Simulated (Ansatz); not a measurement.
System: BGeH3Cl, charge 0, doublet. BGeH3Cl (SMILES Cl[B][GeH3], doublet).
B3LYP-D3(BJ)/def2-TZVP minimum from Ansatz (a program for electronic structure):
```xyz
6

B     -1.0022     0.2546    -0.1439
Cl    -1.0795     1.3184    -1.4889
Ge     0.6333    -0.6550     0.7222
H      0.6946    -0.2282     2.1992
H      0.4186    -2.1778     0.6730
H      1.9814    -0.3182     0.0482
```
Charge 0, spin multiplicity 2.

Total energies in def2-SVP, 17 correlated electrons, 20 frozen orbitals. Radicals and triplets start from unrestricted determinants; spin-orbit coupling is neglected. Correlated methods leave the cores frozen (noble-gas shells, and filled d and f shells in the p block). No relativity.

| method | program | energy (Eh) | minus CCSDT(Q) (mEh) |
|---|---|---|---|
| HF | Ansatz | -2560.83081 | 347.44 |
| MP2 | Ansatz | -2561.12274 | 55.52 |
| CCSD | Ansatz | -2561.16709 | 11.16 |
| CCSD(T) | Ansatz | -2561.17641 | 1.85 |
| CCSDT(Q) | Ansatz | -2561.17826 | 0.00 |

Rough core times of Ansatz's runs on a shared machine: CCSD(T) under 20 s, CCSDT(Q) 7 min.
